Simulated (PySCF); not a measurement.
Run record for `O=C(O)[C@@H]1CC=NCC1`: PBE0/pcSseg-1, grid level 4, TDA, 12 singlets.

Method: TDA PBE0/pcSseg-1, vertical, gas phase, core orbitals frozen in the response (PySCF 2.14.0, density-fitted response routines). Geometry: GFN2-xTB. The command runs a driver script over a list of jobs; the input below is this job's line of settings and its coordinates in Å.

Command:
```bash
OMP_NUM_THREADS=1 python probes_run.py task.json out
```

Input:
```
{"job": {"kind": "uv", "xc": "PBE0", "basis": "pcSseg-1", "nstates": 12, "ntriplets": 0, "tda": true, "grid": 4}, "charge": 0, "multiplicity": 1}
O      2.528468    -0.970638    -0.281216
C      1.976825     0.071916    -0.052015
O      2.607343     1.251328    -0.118287
C      0.515725     0.237888     0.294523
C     -0.037107    -1.004453     0.992059
C     -1.536828    -1.038267     0.935223
N     -2.294189    -0.328772     0.230646
C     -1.750421     0.644634    -0.674957
C     -0.269067     0.456440    -1.008144
H      3.533286     1.127622    -0.381649
H      0.408062     1.124331     0.925907
H      0.359038    -1.899556     0.501676
H      0.283817    -1.040670     2.035479
H     -2.020086    -1.758941     1.586575
H     -1.921335     1.628629    -0.224483
H     -2.353594     0.597673    -1.586514
H      0.108011     1.329643    -1.541712
H     -0.146707    -0.422491    -1.644770
```

Output:
```
coarse grid: 15336 points
cycle   1  E = -438.4760488038  dE =  1.567e+00  |g| = 9.361e-01  |ddm| = 3.865e+00
cycle   2  E = -438.1630428294  dE =  3.130e-01  |g| = 1.612e+00  |ddm| = 1.900e+00
cycle   3  E = -438.6294419364  dE = -4.664e-01  |g| = 2.750e-01  |ddm| = 1.329e+00
cycle   4  E = -438.6427235125  dE = -1.328e-02  |g| = 8.459e-02  |ddm| = 2.274e-01
cycle   5  E = -438.6438391579  dE = -1.116e-03  |g| = 2.276e-02  |ddm| = 5.901e-02
cycle   6  E = -438.6439398851  dE = -1.007e-04  |g| = 8.829e-03  |ddm| = 2.553e-02
cycle   7  E = -438.6439553075  dE = -1.542e-05  |g| = 2.957e-03  |ddm| = 9.031e-03
cycle   8  E = -438.6439570288  dE = -1.721e-06  |g| = 6.730e-04  |ddm| = 2.510e-03
final grid: 397416 points
cycle   9  E = -438.7175800033  dE = -3.579e-05  |g| = 1.245e-02  |ddm| = 3.216e-02
cycle  10  E = -438.7175361343  dE =  4.387e-05  |g| = 1.970e-02  |ddm| = 2.380e-02
cycle  11  E = -438.7176102748  dE = -7.414e-05  |g| = 2.697e-03  |ddm| = 1.486e-02
cycle  12  E = -438.7176116480  dE = -1.373e-06  |g| = 4.454e-04  |ddm| = 2.002e-03
cycle  13  E = -438.7176116792  dE = -3.121e-08  |g| = 1.535e-04  |ddm| = 3.845e-04
cycle  14  E = -438.7176116838  dE = -4.617e-09  |g| = 3.840e-05  |ddm| = 1.389e-04
cycle  15  E = -438.7176116841  dE = -2.772e-10  |g| = 1.075e-05  |ddm| = 3.837e-05
converged SCF energy = -438.7176116841

Static polarisability (au): isotropic 72.171, principal 56.527 77.583 82.404

Singlet excitations
state   eV       nm        f      main configurations
  1   5.0612    245.0   0.00467   H->L 0.72, H->L+1 0.26
  2   5.9241    209.3   0.00163   H-1->L 0.30, H->L+1 0.25, H-1->L+1 0.19
  3   6.2350    198.9   0.00212   H->L+1 0.48, H->L 0.18, H-1->L 0.13
  4   7.0472    175.9   0.00074   H->L+2 0.75, H->L+3 0.21
  5   7.4379    166.7   0.03701   H-1->L 0.49, H-2->L+1 0.28, H-1->L+1 0.11
  6   7.4700    166.0   0.00636   H-2->L 0.58, H-1->L+1 0.39
  7   7.6399    162.3   0.01332   H->L+3 0.74, H->L+2 0.21
  8   7.8750    157.4   0.00426   H->L+4 0.98
  9   7.9742    155.5   0.01475   H->L+5 0.85
 10   8.0412    154.2   0.05943   H-1->L+2 0.61, H-3->L 0.14, H-2->L+2 0.10
 11   8.1639    151.9   0.13675   H-2->L+1 0.37, H-2->L+2 0.12, H-2->L 0.10
 12   8.1974    151.2   0.01785   H-4->L 0.36, H-3->L 0.28, H-3->L+1 0.10
```

The SCF starts on a coarse grid where the log names one; the energy can jump when the final grid takes over, and dE then counts from the start density on the new grid. H and L stand for HOMO and LUMO; the number after each pair is its weight.

Question: Which computed singlet has the largest oscillator strength, and what do all of them sum to?

Answer: State 11 at 8.16 eV (152 nm), f = 0.137; the 12 states sum to 0.299.

Question: How does the lowest singlet excitation compare with the HOMO–LUMO gap?

Answer: HOMO -6.91 eV and LUMO -0.08 eV give a gap of 6.83 eV; S1 at 5.06 eV lies 1.77 eV below it.

In short: SCF converged in 15 cycles with 198 basis and 1018 fitting functions; HOMO -6.91 eV, LUMO -0.08 eV; lowest singlet 5.06 eV; mean polarisability 72.2 au.

The run took 42 s on an Arm Neoverse V2 with one thread, shared host with 32 logical CPUs at a one-minute load of 18, and the process peaked at 0.94 GiB of memory.

One conformer stands for the species.
